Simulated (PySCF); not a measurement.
Cartesian coordinates (Å):
SMILES: [OH][Ge]([OH])([OH])[OH]
```xyz
9

O      0.3420    -0.0943     1.7197
Ge     0.0000     0.0000     0.0001
O     -0.4883     1.6575    -0.3117
O      1.4526    -0.5493    -0.8191
O     -1.3068    -1.0142    -0.5888
H     -0.2006     0.5220     2.2249
H     -1.0497     1.7225    -1.0927
H      2.2461    -0.3480    -0.3099
H     -0.9953    -1.8961    -0.8226
```
Charge 0, multiplicity 1.

**Question.** Give the HOMO–LUMO gap, S1 oscillator strength and total energy at the level PBE0-D3(BJ)/def2-TZVP // PBE0-D3(BJ)/def2-SVP (PySCF 2.14.0).

**Answer.** 
| Quantity | Result |
|---|---|
| HOMO–LUMO gap | 8.93 eV |
| S1 oscillator strength | 0.021 |
| total energy | -2379.9871 Ha |
